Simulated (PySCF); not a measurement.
## Electron correlation in N+ (nitrogen, charge +1)

[He] 2s2 2p2, high-spin 3P determinant. All numbers are calculated (PySCF 2.14, scalar relativity by spin-free X2C-1e, in x2c-TZVPall (5s3p2d1f, 31 functions)). Frozen: 1s2; 4 electrons correlated.

MP2 pair energies summed by pair of shells (mhartree):

```tsv
pair	energy	share (%)
2s-2p	-43.08	61.2
2s-2s	-19.99	28.4
2p-2p	-7.37	10.5
```

Total MP2 correlation energy: -70.43 mhartree.

Same-spin part -12.54 and opposite-spin part -57.89 mhartree; SCS-MP2 scales them by 1/3 and 6/5 to -73.65 mhartree.

| level | correlation energy (mhartree) |
| --- | --- |
| CCSD | -91.64 |
| (T) | -1.57 |
| CCSD(T) | -93.21 |

Diagnostics: T1 = 0.0063, D1 = 0.0123, largest double amplitude 0.119.

Cost of the coupled-cluster step: 0.25 s of wall time on 1 thread of Intel(R) Xeon(R) Platinum 8559C (shared host), for 4 correlated electrons.

Iterations:

```
CC2 = 0
CCSD nocc = (np.int64(3), np.int64(1)), nmo = (30, 30)
frozen orbitals [[0], [0]]
max_cycle = 100
direct = 0
conv_tol = 1e-08
conv_tol_normt = 1e-06
diis_space = 8
diis_start_cycle = 0
Init t2, MP2 energy = -0.0704344828925097
Init E_corr(UCCSD) = -0.0704344829017243
cycle = 1  E_corr(UCCSD) = -0.0844251056745194  dE = -0.0139906228  norm(t1,t2) = 0.0404285
cycle = 2  E_corr(UCCSD) = -0.0885471629090206  dE = -0.00412205723  norm(t1,t2) = 0.0179956
cycle = 3  E_corr(UCCSD) = -0.0916853335824775  dE = -0.00313817067  norm(t1,t2) = 0.00899046
cycle = 4  E_corr(UCCSD) = -0.0916213431580833  dE = 6.39904244e-05  norm(t1,t2) = 0.00103333
cycle = 5  E_corr(UCCSD) = -0.0916381561072906  dE = -1.68129492e-05  norm(t1,t2) = 0.00015367
cycle = 6  E_corr(UCCSD) = -0.0916340558646888  dE = 4.1002426e-06  norm(t1,t2) = 2.21597e-05
cycle = 7  E_corr(UCCSD) = -0.0916354856526099  dE = -1.42978792e-06  norm(t1,t2) = 5.41237e-06
cycle = 8  E_corr(UCCSD) = -0.0916351353803665  dE = 3.50272243e-07  norm(t1,t2) = 1.51108e-06
cycle = 9  E_corr(UCCSD) = -0.0916351616067212  dE = -2.62263547e-08  norm(t1,t2) = 2.72606e-07
cycle = 10  E_corr(UCCSD) = -0.0916351667213949  dE = -5.1146737e-09  norm(t1,t2) = 3.84956e-08
UCCSD converged
E(UCCSD) = -54.01315931042985  E_corr = -0.09163516672139486
UCCSD(T) correction = -0.00157126449895867
```
